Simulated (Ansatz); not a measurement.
Isolated molecules relaxed with PBE0-D4/def2-TZVP in Ansatz; ΔE leaves out vibrations. CBS: MP2 limit from def2 TZ/QZ plus the TZ coupled-cluster correction, frozen cores. DFT in def2-TZVPP. B3LYP here is the variant with VWN-RPA as its local correlation; programs differ in this. One conformer a species, not always the lowest.

`C[C@@H]1C=N[Si@H]1F` → `C=N/C([SiH3])=C\F`  (isomerisation)

`C[C@@H]1C=N[Si@H]1F`:

Cartesian coordinates in Å:
```
C 1.376 -0.516 -0.549
C 0.349 0.123 0.365
C -0.781 -0.762 0.875
N -1.950 -0.253 0.715
Si -1.189 1.040 -0.213
F -1.440 2.528 0.297
H 0.908 -0.974 -1.424
H 1.942 -1.297 -0.032
H 2.093 0.225 -0.908
H 0.830 0.621 1.214
H -0.622 -1.754 1.318
H -1.516 1.020 -1.658
```

`C=N/C([SiH3])=C\F`:

Cartesian coordinates in Å:
```
C -0.691 2.014 0.299
N -0.959 0.889 -0.203
C -0.171 -0.225 0.098
Si 0.687 -1.075 -1.328
C -0.111 -0.779 1.308
F -0.757 -0.277 2.366
H 0.163 2.189 0.962
H -1.334 2.860 0.061
H 1.420 -2.249 -0.788
H 1.646 -0.137 -1.966
H -0.302 -1.511 -2.345
H 0.410 -1.700 1.536
```

CCSD(T)/CBS gives +3.20 eV.

Another level gave +2.88 eV. Which?
A. MP2/def2-TZVPP
B. CCSD(T)/def2-TZVPP
C. B3LYP-D4/def2-TZVPP
D. ωB97M-V/def2-TZVPP

C. B3LYP-D4 2.88, ωB97M-V 3.18, CCSD(T)/def2-TZVPP 3.13, MP2/def2-TZVPP 3.36 eV.

Largest T1 diagnostic among the species: 0.014.

In def2-TZVPP, CCSD(T) changes the Hartree–Fock value by +0.04 eV (the triples alone add −0.04 eV) and MP2 by +0.27 eV. From PBE to PBE0 (25 % exact exchange), in def2-TZVPP and without D4, ΔE moves by +0.23 eV.

CCSD(T)/CBS has its own doubt, a few kJ/mol and more with outer-core shells, so smaller differences from it don't rank the levels.
